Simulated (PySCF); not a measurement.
C₃H₆FNSi, SMILES C#C[C@H](N)[SiH2]F.

Geometry optimised at ωB97X-D3(BJ)/def2-SVP. The structure was generated by enumeration; whether it is a known compound was not checked. One conformer was computed; it need not be the lowest.

Level of theory: r2SCAN/def2-TZVP (PySCF).

Gas-phase values at a fixed geometry.

Question: Estimate the frontier levels, gap, dipole moment and polarisability. (The exact figures need the calculation; the answer reports its results.)

Answer: 
```
Quantity                                                                                                       Result
---------------------------------------------------------------------------------------------  ----------------------
highest occupied level                                                                                       -5.84 eV
lowest empty level                                                                                           -0.73 eV
orbital gap                                                                                                   5.11 eV
dipole moment                                                                                                  0.89 D
quadrupole, principal values (traceless, Buckingham form, about the centre of nuclear charge)   -8.41, 3.23, 5.19 D·Å
mean static polarisability                                                                       67.3 bohr³ (9.97 Å³)
polarisability, principal values                                                               53.7, 64.2, 84.0 bohr³
```
